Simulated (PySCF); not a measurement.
Ga(OH)(OMe)(NH2) (CH₆GaNO₂), SMILES [O]([Ga]([OH])[NH2])C.

Coordinates come from a PBE0-D3(BJ)/def2-SVP optimisation. The structure was generated by enumeration; whether it is a known compound was not checked. The values are those of a single conformer.

Vertical ionisation energy (IE) and electron affinity (EA) in eV. Rows of orbital energies are one-electron estimates. Where ΔSCF, EOM or ADC give a negative EA the extra electron is unbound and the value depends on the basis.

```json
[
 {"level": "−ε(HOMO), −ε(LUMO), PBE0/def2-TZVP (PySCF)", "IE": "7.47", "EA": "0.45"},
 {"level": "−ε(HOMO), −ε(LUMO), PBE/def2-TZVP (PySCF)", "IE": "5.97", "EA": "1.38"}
]
```
